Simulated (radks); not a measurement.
Results of a calculation; reference values are marked as such.
Spherical jellium clusters: N electrons in a uniform positive sphere of charge N and radius rs N^(1/3), rs = 5.21 bohr. Level of theory: non-relativistic Kohn-Sham, LDA (Slater exchange, Perdew-Wang correlation), spin-polarised, spherical densities (a radial shooting solver with Libxc functionals). Levels are named by radial order and angular momentum (1s, 1p, 1d, 2s, ...), and open shells are averaged over m.

N = 16, configuration 1s2 1p6 1d(up 5, down 3). This is the lowest configuration that the search found. Occupied and some empty levels:

level    occupation  eigenvalue (eV)  <r> (bohr)
1s up             1          -3.7227       8.151
1s down           1          -3.6282       7.973
1p up             3          -3.1934       9.654
1p down           3          -3.0753       9.628
1d up             5          -2.5254       10.68
1d down           3          -2.4037       10.72
2s up             0          -2.2000       8.625
2s down           0          -2.1479       8.737
1f up             0          -1.7414       11.58
1f down           0          -1.6258       11.67
2p up             0          -1.2871       10.67
2p down           0          -1.2276       10.74

Energy (eV): total -28.6845, kinetic 17.568, external -632.80, Hartree 315.08, exchange-correlation -46.905, background 318.37.

Electron density:

r (bohr)  n(r) (e/bohr^3)
0.934           0.0008344
1.98            0.0009199
3.02             0.001070
4.06             0.001282
5.10             0.001540
6.14             0.001809
7.18             0.002034
8.22             0.002143
9.26             0.002064
10.3             0.001770
11.3             0.001316
12.4            0.0008343
13.4            0.0004522
14.5            0.0002169
15.5           0.00009567
16.6           0.00003944
17.6           0.00001573
18.6            6.090e-06
19.7            2.315e-06
20.7            8.693e-07
